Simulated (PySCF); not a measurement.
Correlation energy of Yb (ytterbium, neutral)

[Xe] 4f14 5d2, high-spin 3F determinant (an excited configuration). Computed with PySCF 2.14 in cc-pVDZ-X2C (8s7p5d3f1g, 84 functions), with scalar relativity by spin-free X2C-1e. Frozen: [Kr] 4d10; 24 electrons correlated.

```
  level  correlation energy (mhartree)
   CCSD                        -907.11
    (T)                         -30.96
CCSD(T)                        -938.07
```

Diagnostics: T1 = 0.024, D1 = 0.0632, largest double amplitude 0.046.

Question: Is a single reference adequate?

Answer: Yes, within this model without spin-orbit coupling: T1 lies below 0.03 and no double amplitude reaches 0.07.
